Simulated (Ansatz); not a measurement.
Consider the substitution at a C–C bond: `C=CC(=C)Cl` + `[NH2][InH2]` → `C=C[NH][InH2]` + `C=CCl`.

Calculated with Ansatz (gas phase, PBE0-D4/def2-TZVP geometries, no zero-point term in ΔE). CBS: MP2 limit from def2 TZ/QZ plus the TZ coupled-cluster correction, frozen cores. This one scheme is used for every species. Functionals use def2-TZVPP. Elements past krypton have def2 core potentials. For In outer-core shells are correlated without core-valence functions, which leaves a few kJ/mol of doubt a bond. One conformer a species, not always the lowest.

```
       level  ΔE (eV)
      PBE-D4     0.28
HF/CBS(def2)     0.24
```

(1) What does CCSD(T)/CBS give? (Estimate.)

Largest T1 diagnostic among the species: 0.016.

## Answers

(1) Ansatz gave: +0.34 eV. The listed levels differ from it by -0.06, -0.10 eV.

In def2-TZVPP, CCSD(T) changes the Hartree–Fock value by +0.08 eV (the triples alone add +0.02 eV) and MP2 by +0.13 eV.
